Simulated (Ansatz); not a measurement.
`C#CC[SiH2]F` + `[SiH3][SeH]` → `C#C[Se][SiH3]` + `C[SiH2]F` at 700 K and 1 bar (substitution at a C–C bond).

Isolated molecules relaxed with PBE0-D4/def2-TZVP in Ansatz; ΔE leaves out vibrations. CCSD(T)/CBS is the MP2 limit (def2-TZVPP, def2-QZVPP) plus CCSD(T) − MP2 in def2-TZVPP, frozen cores. For Se outer-core shells are correlated without core-valence functions, which leaves a few kJ/mol of doubt a bond. Scalar relativity is left out up to krypton. Each species was taken in one conformer, which may not be the lowest.

| species | CCSD(T)/CBS energy (Eh) | H − E (kJ/mol) | S (J/(mol·K)) |
| --- | --- | --- | --- |
| `C#CC[SiH2]F` | -506.03864 | 249.1 | 445.8 |
| `[SiH3][SeH]` | -2692.20088 | 133.3 | 356.0 |
| `C#C[Se][SiH3]` | -2768.23066 | 183.7 | 435.5 |
| `C[SiH2]F` | -430.00374 | 203.1 | 369.0 |

H − E and S are ideal-gas, rigid-rotor, harmonic terms from PBE0-D4/def2-TZVP, for one conformer and one mirror image of each species. 1 Eh = 2625.50 kJ/mol, R = 8.31446 J/(mol·K).

**Question.** By hand: ΔE, ΔH, ΔS and ΔG.

**Answer.** ΔE = (-2768.23066) + (-430.00374) − (-506.03864) − (-2692.20088) = 0.00512 Eh = 13.4 kJ/mol. Δ(H − E) = 183.7 + 203.1 − 249.1 − 133.3 = 4.4, so ΔH = 17.8 kJ/mol. ΔS = 435.5 + 369.0 − 445.8 − 356.0 = 2.7 J/(mol·K). ΔG = 17.8 − 700 × (2.7)/1000 = 15.9 kJ/mol.

**Question.** By hand: the equilibrium constant, and the temperature at which ΔG would vanish if ΔH and ΔS stayed fixed.

**Answer.** log₁₀ K = −ΔG/(RT ln 10) = -1.2. ΔG = 0 at ΔH/ΔS = 6593 K, far beyond where these terms or the molecules hold.

The number of gas molecules stays the same, so ΔS is small and ΔH decides. A doubt of 5 kJ/mol in ΔE shifts log₁₀ K by 0.4 here. Other conformers and mirror images would add mixing entropy, several J/(mol·K) or more a flexible species. These are equilibria of isolated gas molecules and say nothing of rates. Largest T1 diagnostic: 0.012 (customary marks: 0.02 for closed shells, 0.045 for open ones).
